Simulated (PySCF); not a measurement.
C2H7Al, charge -1, doublet, geometry from GFN2-xTB (such geometries of metal compounds can be far from the true shape) (a state made from the parent by changing its charge; the spin is typed, not shown lowest). Base run: PySCF with CAMB3LYP/6-31G**.

Input for PySCF:
```python
from pyscf import gto, scf, dft

mol = gto.Mole()
mol.atom = '''
    Al    0.729791   -0.114475   -0.084578
    C    -0.720476   -1.528481    0.402992
    H    -0.329936   -2.556121    0.338070
    H    -1.604100   -1.510800   -0.252707
    H    -1.113299   -1.430720    1.427738
    C    -0.272820    1.711438   -0.119545
    H     0.372405    2.527080   -0.481753
    H    -0.633440    2.042261    0.867613
    H    -1.156798    1.726549   -0.774829
    H     0.937660   -0.407813   -1.725299
'''
mol.basis = '6-31g**'
mol.charge = -1
mol.spin = 1
mol.verbose = 4
mol.build()

mf = dft.UKS(mol)
mf.xc = 'camb3lyp'
mf.kernel()
mf.analyze()
```

Each row names what was changed in the base input (with any setting that the change needs).

```csv
change,ΔE vs base (mEh),grid points,electrons on the grid
base,0.000,116072,32.99998
grids.prune = off,0.000,185720,32.99998
"grids.atom_grid = (75, 302)",0.003,145752,32.99997
grids.level = 7,-0.001,610192,33.00000
"grids.atom_grid = (30, 110)",0.270,24624,33.00012
"grids.atom_grid = (99, 590)",-0.001,324904,33.00000
grids.level = 4,-0.001,195864,33.00000
grids.level = 0,-33.071,8136,33.01577
"grids.atom_grid = (50, 194)",-0.002,66104,33.00008
grids.radi_method = gauss_chebyshev,0.000,113040,32.99998
grids.radi_method = mura_knowles,0.000,109944,32.99999
```

Open shells are given as the SCF converged; they aren't shown to be the lowest states, and a large step between rows can be another state.
